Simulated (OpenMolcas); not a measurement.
## Worked example: vertical ionisation energy of CH5FOSn (SMILES [CH3][SnH]([OH])[F])

The species is CH5FOSn (9 atoms), meant as a singlet with charge 0. SMILES: `[CH3][SnH]([OH])[F]`. The shape is that of a PBE0-D4/def2-TZVP optimisation. This is one conformer, not always the lowest.

Both states at this one shape; open shells run unrestricted unless said. 1 Eh = 27.2114 eV.

| level | program | singlet CH5FOSn (Eh) | doublet CH5FOSn+ (Eh) | HOMO of the first (eV) |
| --- | --- | --- | --- | --- |
| HF/3-21G | OpenMolcas | -6210.249268 | -6209.902015 | -11.62 |
| SVWN5/def2-SVP (core potential) | OpenMolcas | -428.435557 | -428.062389 | -6.76 |
| PBE/def2-SVP (core potential) | OpenMolcas | -430.096487 | -429.730025 | -6.61 |
| M06-2X/def2-SVP (core potential) | OpenMolcas | -430.182902 | -429.782771 | -9.74 |

Question: Work out the vertical ionisation energy at each level.

Answer: 
1. HF/3-21G: -6209.902015 − (-6210.249268) = 0.347253 Eh = 9.45 eV; −ε(HOMO) = 11.62 eV.
2. SVWN5/def2-SVP (core potential): -428.062389 − (-428.435557) = 0.373168 Eh = 10.15 eV; −ε(HOMO) = 6.76 eV.
3. PBE/def2-SVP (core potential): -429.730025 − (-430.096487) = 0.366462 Eh = 9.97 eV; −ε(HOMO) = 6.61 eV.
4. M06-2X/def2-SVP (core potential): -429.782771 − (-430.182902) = 0.400131 Eh = 10.89 eV; −ε(HOMO) = 9.74 eV.

No measured value is set beside it here; the levels span 9.45 to 10.89 eV. In Hartree–Fock, −ε(HOMO) (Koopmans) exceeds the difference of totals by the orbital relaxation of the ion. In semi-local functionals −ε(HOMO) lies far under the ionisation energy, a result of self-interaction, while the difference of totals does much better. Hartree–Fock favours the state with fewer electron pairs, since it lacks pair correlation. Spin-orbit coupling, which splits open shells on such heavy atoms by tenths of an eV, is left out. All-electron rows are non-relativistic unless named.
